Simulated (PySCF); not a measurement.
PySCF input (M06-2X/6-31G* (5d)):

```python
from pyscf import gto, dft

mol = gto.M(
    atom='''
    C     1.76130200    0.32698000    0.19129600
    Si   -0.05238600   -0.03123000   -0.00133700
    O    -0.04888800   -1.45611900   -0.86244400
    O    -0.94053500    1.07772200   -0.83262700
    O    -0.71583400   -0.10535100    1.48998000
    H     1.85618800    1.29032500    0.69954800
    H     2.26851200    0.38428600   -0.77117200
    H     2.24880600   -0.43329600    0.80150300
    H    -0.90816100    1.04010400   -1.79223400
    H    -1.65770700    0.06390800    1.57402700
    ''',
    basis='6-31g*',
    charge=0,
    spin=1,
    verbose=4,
)

mf = dft.UKS(mol, xc='m062x')
mf.grids.level = 4
mf.conv_tol = 1e-9
mf.max_cycle = 100
mf.max_memory = 1500
mf.kernel()
if not mf.converged:
    mf = mf.newton()
    mf.kernel(mf.make_rdm1())
mo, _, stable, _ = mf.stability(return_status=True)
if not stable:
    mf.kernel(mf.make_rdm1(mo, mf.mo_occ))
    stable = mf.stability(return_status=True)[2]
mf.dip_moment()
```

From the output:

```
  HOMO = -0.377368641453  LUMO = -0.105101980871  gap/eV = 7.40875
cycle= 7 E= -556.183020998096  delta_E= -0.000802  |g|= 0.00918  |ddm|= 0.0481
  alpha nocc = 25  HOMO = -0.379096291318319  LUMO = 0.0874985909898345
  beta  nocc = 24  HOMO = -0.375569530720159  LUMO = -0.104625695823243
  HOMO = -0.37556953072  LUMO = -0.104625695823  gap/eV = 7.37276
cycle= 8 E= -556.183365321066  delta_E= -0.000344  |g|= 0.00668  |ddm|= 0.0267
  alpha nocc = 25  HOMO = -0.37838985291994  LUMO = 0.087414200235683
  beta  nocc = 24  HOMO = -0.375249970076305  LUMO = -0.104238813634971
  HOMO = -0.375249970076  LUMO = -0.104238813635  gap/eV = 7.37459
cycle= 9 E= -556.183674707448  delta_E= -0.000309  |g|= 0.00472  |ddm|= 0.0348
  alpha nocc = 25  HOMO = -0.377637460716312  LUMO = 0.0872542623046688
  beta  nocc = 24  HOMO = -0.375664279279171  LUMO = -0.103247209093789
  HOMO = -0.375664279279  LUMO = -0.103247209094  gap/eV = 7.41285
cycle= 10 E= -556.18381888514  delta_E= -0.000144  |g|= 0.00238  |ddm|= 0.0315
  alpha nocc = 25  HOMO = -0.377388013020636  LUMO = 0.0873283342127293
  beta  nocc = 24  HOMO = -0.374986711179646  LUMO = -0.103699284220065
  HOMO = -0.37498671118  LUMO = -0.10369928422  gap/eV = 7.38211
cycle= 11 E= -556.183841699337  delta_E= -2.28e-05  |g|= 0.00105  |ddm|= 0.0119
  alpha nocc = 25  HOMO = -0.377494341742479  LUMO = 0.087327614455726
  beta  nocc = 24  HOMO = -0.374797814220948  LUMO = -0.104037002236659
  HOMO = -0.374797814221  LUMO = -0.104037002237  gap/eV = 7.36778
cycle= 12 E= -556.183844893933  delta_E= -3.19e-06  |g|= 0.000611  |ddm|= 0.00402
  alpha nocc = 25  HOMO = -0.377456752346846  LUMO = 0.0872924823857733
  beta  nocc = 24  HOMO = -0.374911134311253  LUMO = -0.103878351317621
  HOMO = -0.374911134311  LUMO = -0.103878351318  gap/eV = 7.37518
cycle= 13 E= -556.183846056225  delta_E= -1.16e-06  |g|= 0.000371  |ddm|= 0.00254
  alpha nocc = 25  HOMO = -0.377446952365647  LUMO = 0.0873141456544069
  beta  nocc = 24  HOMO = -0.374834533808649  LUMO = -0.103935917097535
  HOMO = -0.374834533809  LUMO = -0.103935917098  gap/eV = 7.37153
cycle= 14 E= -556.18384645377  delta_E= -3.98e-07  |g|= 0.000307  |ddm|= 0.000713
  alpha nocc = 25  HOMO = -0.377463168239994  LUMO = 0.0873083237736214
  beta  nocc = 24  HOMO = -0.374856800044168  LUMO = -0.103919061991208
  HOMO = -0.374856800044  LUMO = -0.103919061991  gap/eV = 7.37259
cycle= 15 E= -556.183847087318  delta_E= -6.34e-07  |g|= 0.000288  |ddm|= 0.0011
  alpha nocc = 25  HOMO = -0.377446447435907  LUMO = 0.0873092879300765
  beta  nocc = 24  HOMO = -0.374849655848446  LUMO = -0.103899605352301
  HOMO = -0.374849655848  LUMO = -0.103899605352  gap/eV = 7.37293
cycle= 16 E= -556.183848315211  delta_E= -1.23e-06  |g|= 0.000269  |ddm|= 0.00227
  alpha nocc = 25  HOMO = -0.3774659841562  LUMO = 0.087296614096855
  beta  nocc = 24  HOMO = -0.374884142119724  LUMO = -0.103877929566051
  HOMO = -0.37488414212  LUMO = -0.103877929566  gap/eV = 7.37445
cycle= 17 E= -556.183852256079  delta_E= -3.94e-06  |g|= 0.000202  |ddm|= 0.00891
  alpha nocc = 25  HOMO = -0.377447522398497  LUMO = 0.0872914836715064
  beta  nocc = 24  HOMO = -0.37486760058294  LUMO = -0.10379433738349
  HOMO = -0.374867600583  LUMO = -0.103794337383  gap/eV = 7.37628
cycle= 18 E= -556.18385526036  delta_E= -3e-06  |g|= 0.000111  |ddm|= 0.0118
  alpha nocc = 25  HOMO = -0.377455843716507  LUMO = 0.0872867161540274
  beta  nocc = 24  HOMO = -0.374871692210988  LUMO = -0.103823458155466
  HOMO = -0.374871692211  LUMO = -0.103823458155  gap/eV = 7.37560
cycle= 19 E= -556.183855783153  delta_E= -5.23e-07  |g|= 7.1e-05  |ddm|= 0.00519
  alpha nocc = 25  HOMO = -0.377459114488121  LUMO = 0.0872828669374366
  beta  nocc = 24  HOMO = -0.374872921351356  LUMO = -0.10385887149905
  HOMO = -0.374872921351  LUMO = -0.103858871499  gap/eV = 7.37467
cycle= 20 E= -556.183855854953  delta_E= -7.18e-08  |g|= 3.45e-05  |ddm|= 0.00209
  alpha nocc = 25  HOMO = -0.377460136408029  LUMO = 0.0872826098194994
  beta  nocc = 24  HOMO = -0.374870965420576  LUMO = -0.103897488667252
  HOMO = -0.374870965421  LUMO = -0.103897488667  gap/eV = 7.37356
cycle= 21 E= -556.183855861023  delta_E= -6.07e-09  |g|= 1.45e-05  |ddm|= 0.000464
  alpha nocc = 25  HOMO = -0.377462657773837  LUMO = 0.0872832271681414
  beta  nocc = 24  HOMO = -0.37487179986984  LUMO = -0.103894907046129
  HOMO = -0.37487179987  LUMO = -0.103894907046  gap/eV = 7.37366
cycle= 22 E= -556.183855862017  delta_E= -9.94e-10  |g|= 5.84e-06  |ddm|= 0.000239
  alpha nocc = 25  HOMO = -0.377462975640546  LUMO = 0.0872830993337557
  beta  nocc = 24  HOMO = -0.374871998204796  LUMO = -0.103890703582253
  HOMO = -0.374871998205  LUMO = -0.103890703582  gap/eV = 7.37378
Extra cycle  E= -556.183855862049  delta_E= -3.18e-11  |g|= 5.1e-06  |ddm|= 9.76e-06
converged SCF energy = -556.183855862049  <S^2> = 0.75277635  2S+1 = 2.0027744
uhf_internal: lowest eigs of H = [0.01652652 0.13088179 0.34016464]
<class 'pyscf.dft.uks.UKS'> wavefunction is stable in the internal stability analysis
Dipole moment(X, Y, Z, Debye): -0.29396,  1.27122, -0.92157
```

The geometry given is a B3LYP-D3(BJ)/def2-TZVP minimum.
